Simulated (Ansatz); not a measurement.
```yaml
crystal:
  periodic: [false, false, false]
  atoms:
    - {symbol: C, position_ang: [-0.315983, 1.355340, -0.449788]}
    - {symbol: Si, position_ang: [0.315958, -0.365237, -0.769975]}
    - {symbol: S, position_ang: [1.476723, -1.123154, 0.874834]}
    - {symbol: S, position_ang: [0.011137, -1.055983, 2.327555]}
    - {symbol: H, position_ang: [0.512896, 2.050981, -0.305882]}
    - {symbol: H, position_ang: [-0.916904, 1.698999, -1.296088]}
    - {symbol: H, position_ang: [-0.942593, 1.368790, 0.444112]}
    - {symbol: H, position_ang: [-0.807140, -1.304697, -1.027133]}
    - {symbol: H, position_ang: [1.263225, -0.397381, -1.918100]}
    - {symbol: H, position_ang: [-0.514120, -2.278758, 2.123365]}
basis:
  gaussian: {orbitals: 6-31G}
hamiltonian: {xc: {name: wB97X}}
```

```sh
$ ansatz run in.yaml --threads 2 --pin off --events-out ev --progress --plain --max-ram 4352MiB
```

It prints (some lines left out):

```
Functional definition: wB97X
744 factors; integrals over basis functions are off by at most 2.6e-4 eV
274 factors; integrals over basis functions are off by at most 3.3e-6 eV
mean field evaluation 1: about -30676.6833 eV, gradient 2.5e1 eV
mean field evaluation 2: about -30677.8269 eV, gradient 1.6e1 eV
mean field evaluation 4: about -30678.4828 eV, gradient 3.8e-1 eV
mean field evaluation 8: about -30678.5895 eV, gradient 1.1e-2 eV
mean field evaluation 16: about -30678.5895 eV, gradient 5.7e-5 eV
mean field -30678.58945597 eV, -1127.4173678122 hartree, gradient 5.7e-5 eV, S^2 0.000000; 0 other end points of the search recorded, 0 dependent functions left out
reference -30678.58942806 eV, -1127.4173667864 hartree; 29, 29 occupied and 31, 31 virtual orbitals, 744 factors
Total energy: -30678.58942806 eV, -1127.4173667864 hartree
```

It took 3.7 s on 2 threads of an Arm Neoverse V1 on a shared host, with 0.51 GiB of host memory at the peak.
